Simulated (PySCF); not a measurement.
# Two-component Hartree-Fock for P⁺ (phosphorus, charge +1)

Start: [Ne] 3s2 3p2; 3p1/2 filled at m_j = -1/2, +1/2. Calculated with PySCF 2.14 in an uncontracted even-tempered set (22 s from 0.026 bohr⁻², ratio 2.4; 15 p from 0.034 bohr⁻², ratio 2.4; 6 d from 0.53 bohr⁻², ratio 2.6; 5 f from 0.8 bohr⁻², ratio 2.6): generalised Hartree-Fock with the X2C-1e Hamiltonian and a Gaussian nucleus; spin-orbit coupling (SO) screened by Boettger's factors.

```tsv
spinor shell	electrons	ε, screened SO (eV)	weight of nominal j (screened SO)	rms radius, screened SO (bohr)
1s1/2	2	-2193.2	1.000	0.120
2s1/2	2	-216.34	1.000	0.560
2p1/2	2	-158.88	0.834	0.537
2p3/2	4	-157.32	0.917	0.541
3s1/2	2	-28.226	0.999	1.98
3p1/2	2	-19.625	0.513	2.30
```

```csv
quantity,screened SO
E (hartree),-341.17020
M_J,0
⟨J²⟩,1.936
⟨L²⟩,2.006
⟨S²⟩,2.002
```

The determinant has a definite M_J but mixes levels of different J.

Each row is a mean over spinors that exchange with the open shell spreads, by up to 5.527 eV (3s1/2).

Rows whose weight is well below 1 are mixtures of j = l ± 1/2: exchange outweighs spin-orbit coupling there, and the label is only the starting occupation.
